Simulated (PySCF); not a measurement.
C5H3Br, SMILES C#CC(Br)=C=C.

Coordinates come from a PBE0-D3(BJ)/def2-SVP optimisation. This is a generated structure with no PubChem entry under its InChIKey; it may be hypothetical.

Two levels are set side by side: PBE/def2-TZVP (PySCF) and ωB97X/def2-TZVP (PySCF). Same geometry, gas phase. Differences are taken from unrounded values.

```tsv
quantity	ωB97X	PBE	PBE minus ωB97X
orbital gap (eV)	9.89	3.54	-6.35
highest occupied level (eV)	-9.28	-6.01	3.27
lowest empty level (eV)	0.61	-2.47	-3.08
dipole moment (D)	1.80	1.65	-0.15
mean polarisability (bohr³)	82.3	86.3	4.0
```

Without exact exchange PBE keeps part of each electron's self-repulsion, which lifts occupied levels and narrows the gap. Loosely held outer electrons make PBE densities more polarisable. Differences between two approximate levels are no errors against the true value.

Rough cost on one machine, each run with all the roots and properties that it gave: ωB97X against PBE within a factor of 2.
